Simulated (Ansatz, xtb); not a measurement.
**CH6GaN: 3 structures ranked**

3 gas-phase structures of CH6GaN, found in a search over its isomers (lower ones may exist). Each was relaxed with GFN2-xTB:

A. `C[NH][GaH2]`, a singlet
B. `[CH2]1[NH2+][GaH2-]1`, a singlet
C. `[CH3][GaH][NH2]`, a singlet

Q: Make a reasoned guess at their ranking by r2SCAN-D4/def2-SVP single-point energy.

A: Calculated order at r2SCAN-D4/def2-SVP: C (0.000), A (0.014), B (0.734) eV. Less than 1 kcal/mol parts C and A, so the order within that pair means little.

Energies above the lowest of each column, in eV; the last columns are at B3LYP-D3(BJ)/def2-SVP geometries:

```tsv
structure	GFN2-xTB	HF/STO-3G	r2SCAN-D4/def2-SVP	B3LYP-D3(BJ)/def2-SVP	CCSD(T)/def2-TZVP
C	0.066	0.878	0.000	0.000	0.000
A	0.000	0.000	0.014	0.537	0.738
B	0.919	0.650	0.734	1.271	1.433
```

CCSD(T)/def2-TZVP puts C lowest; GFN2-xTB picks A, HF/STO-3G picks A. Flexible structures stand in one conformer each, not always the lowest.

Programs: Ansatz 0.2.0, xtb 6.7.1.
